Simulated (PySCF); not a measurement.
## Cost of excited-state runs on `C=CCC[C@H](O)C(C)C`, C8H16O

Geometry:
```json
{"atom": "C1", "x (Å)": "4.153", "y (Å)": "0.944", "z (Å)": "0.581"}
{"atom": "C2", "x (Å)": "3.238", "y (Å)": "0.175", "z (Å)": "-0.011"}
{"atom": "C3", "x (Å)": "1.981", "y (Å)": "-0.327", "z (Å)": "0.622"}
{"atom": "C4", "x (Å)": "0.721", "y (Å)": "0.161", "z (Å)": "-0.091"}
{"atom": "C5", "x (Å)": "-0.560", "y (Å)": "-0.432", "z (Å)": "0.489"}
{"atom": "O6", "x (Å)": "-0.490", "y (Å)": "-1.843", "z (Å)": "0.511"}
{"atom": "C7", "x (Å)": "-1.840", "y (Å)": "0.043", "z (Å)": "-0.217"}
{"atom": "C8", "x (Å)": "-1.972", "y (Å)": "1.561", "z (Å)": "-0.245"}
{"atom": "C9", "x (Å)": "-3.068", "y (Å)": "-0.598", "z (Å)": "0.421"}
{"atom": "H10", "x (Å)": "5.048", "y (Å)": "1.275", "z (Å)": "0.049"}
{"atom": "H11", "x (Å)": "4.041", "y (Å)": "1.266", "z (Å)": "1.622"}
{"atom": "H12", "x (Å)": "3.395", "y (Å)": "-0.119", "z (Å)": "-1.058"}
{"atom": "H13", "x (Å)": "1.970", "y (Å)": "-1.430", "z (Å)": "0.616"}
{"atom": "H14", "x (Å)": "1.947", "y (Å)": "-0.023", "z (Å)": "1.682"}
{"atom": "H15", "x (Å)": "0.683", "y (Å)": "1.260", "z (Å)": "-0.047"}
{"atom": "H16", "x (Å)": "0.775", "y (Å)": "-0.100", "z (Å)": "-1.166"}
{"atom": "H17", "x (Å)": "-0.630", "y (Å)": "-0.138", "z (Å)": "1.553"}
{"atom": "H18", "x (Å)": "-0.451", "y (Å)": "-2.143", "z (Å)": "-0.405"}
{"atom": "H19", "x (Å)": "-1.769", "y (Å)": "-0.314", "z (Å)": "-1.265"}
{"atom": "H20", "x (Å)": "-1.920", "y (Å)": "1.978", "z (Å)": "0.775"}
{"atom": "H21", "x (Å)": "-2.944", "y (Å)": "1.856", "z (Å)": "-0.670"}
{"atom": "H22", "x (Å)": "-1.190", "y (Å)": "2.045", "z (Å)": "-0.848"}
{"atom": "H23", "x (Å)": "-3.219", "y (Å)": "-0.209", "z (Å)": "1.442"}
{"atom": "H24", "x (Å)": "-2.949", "y (Å)": "-1.687", "z (Å)": "0.495"}
{"atom": "H25", "x (Å)": "-3.977", "y (Å)": "-0.379", "z (Å)": "-0.159"}
```

PySCF with density fitting, on 1 thread of an Intel Xeon Platinum 8488C, shared host. Command: `OMP_NUM_THREADS=1 python excited_run.py task.json out`

How long does each of these runs take, and how much memory?
- first hyperpolarisability, CAM-B3LYP/def2-SVPD; usual settings
- excited states, CAM-B3LYP/def2-SVPD; Tamm-Dancoff; spin-orbit couplings; 6 states; 5 triplets; quadratic response for 4 states; IEF-PCM water
- excited states, CAM-B3LYP/def2-SVPD; Tamm-Dancoff; spin-orbit couplings; 6 states; 5 triplets; quadratic response for 4 states
- excited states, CAM-B3LYP/def2-SVPD; two-photon moments; 8 states; quadratic response for 6 states; 0 triplets


| run | level | basis functions | wall time | peak memory (GiB) |
| --- | --- | --- | --- | --- |
| first hyperpolarisability | CAM-B3LYP/def2-SVPD | 311 | 2.1 min | 1.5 |
| excited states | CAM-B3LYP/def2-SVPD | 311 | 2.3 min | 1.7 |
| excited states | CAM-B3LYP/def2-SVPD | 311 | 2.2 min | 1.4 |
| excited states | CAM-B3LYP/def2-SVPD | 311 | 2.8 min | 1.5 |

Times from a shared host are rough.
